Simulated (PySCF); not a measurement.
C6H6NO (charge +1).
Numbering: `[CH:1]#[C:2][CH2:3][n+:4]1[cH:5][cH:6][o:7][cH:8]1` (hydrogens: H9 on C1; H10, H11 on C3; H12 on C5; H13 on C6; H14 on C8)

Level of theory: TDDFT B3LYP/def2-SVPD, vertical, gas phase, core orbitals frozen in the response (PySCF). One conformer (not necessarily the lowest) at the PBE0-D3(BJ)/def2-SVP geometry, without solvent, vibrations or thermal averaging. Torsions of this conformer, `[CH:1]#[C:2][CH2:3][n+:4]1[cH:5][cH:6][o:7][cH:8]1`: C2–C3–N4–C5 50°.

| state | λ (nm) | E (eV) | f | main configurations (H = HOMO, L = LUMO) |
| --- | --- | --- | --- | --- |
| S1 | 263.4 | 4.71 | 0.0023 | H→L (99%) |
| S2 | 250.1 | 4.96 | 0.011 | H-1→L (99%) |
| S3 | 205.3 | 6.04 | 0.0065 | H→L+1 (90%) |
| S4 | 203.3 | 6.10 | 0.111 | H-2→L (90%) |
| S5 | 199.6 | 6.21 | 0.0014 | H→L+2 (82%) |
| S6 | 197.5 | 6.28 | 0.0021 | H-1→L+1 (97%) |

The lowest singlet comes at 263 nm (454 kJ/mol) in the ultraviolet; it is very weak; its leading configuration is HOMO→LUMO (99%). The most intense listed level is S4 at 6.10 eV (203 nm, f = 0.111), 1.39 eV above S1. Löwdin shares by element: HOMO carbon 91% or more; LUMO carbon 44% or more, nitrogen 22%, oxygen 21%. The listed states span 1.57 eV, and the widest gap between neighbours is 1.08 eV (S2 to S3). The oscillator strengths of these states sum to 0.135; summed over the whole spectrum of an exact calculation they would give the number of electrons, 56 (Thomas–Reiche–Kuhn). Orbital energies (eV): HOMO-3 -15.26, HOMO-2 -13.05, HOMO-1 -12.27, HOMO -12.02, LUMO -6.55, LUMO+1 -5.19, LUMO+2 -4.21. Singlets were solved by full linear response.

The run took about 90 s of CPU time (with the writing of density and orbital grids) (one thread, shared machine).
